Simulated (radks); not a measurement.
The numbers below are computed, except where a source is named.
All-electron atom: Fe XXVI in 1s1 (the NIST ground configuration).

Level of theory: Dirac Kohn-Sham, relativistic LDA (MacDonald-Vosko exchange, VWN5 correlation), spin-unpolarised, spherical densities, finite nucleus; Fermi nuclear charge, rms radius 3.7377 fm (a radial shooting solver on a logarithmic mesh with Libxc functionals).

Energy parts (hartree):
part                      energy
total                 -338.42490
kinetic                344.21870
electron-nucleus      -685.30617
Hartree                  8.19127
exchange-correlation    -5.52869

Orbitals (lengths in bohr, moments of r in powers of bohr; r(max) is where P^2 peaks):
orbital  occ.  eigenvalue (hartree)   r(max)     <r^2>
1s1/2       1             -331.9331  0.03790  0.004398

The highest occupied level is 1s1/2 at -9032.4 eV. Summed over all electrons, <r^2> = 0.004398 bohr^2, which gives a Langevin (diamagnetic) susceptibility term of -0.00348 x 10^-6 cm^3/mol. The electron density at the nucleus is 6992 e/bohr^3.
